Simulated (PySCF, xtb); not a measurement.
Ge(H)2(vinyl)2 (C₄H₈Ge), SMILES [GeH2]([CH]=C)[CH]=C.

GFN2-xTB in xtb at its own geometry gives an orbital gap of 4.62 eV and a dipole moment of 0.76 D.

Coordinates come from a r2SCAN-D4/def2-SVP optimisation. The values are those of a single conformer.

Problem. What does PBE/def2-TZVP (PySCF) give? (An estimate is asked for; the answer gives what the named calculation found.)

Solution. gap 5.08 eV (levels -6.61 and -1.54 eV), dipole 0.60 D.
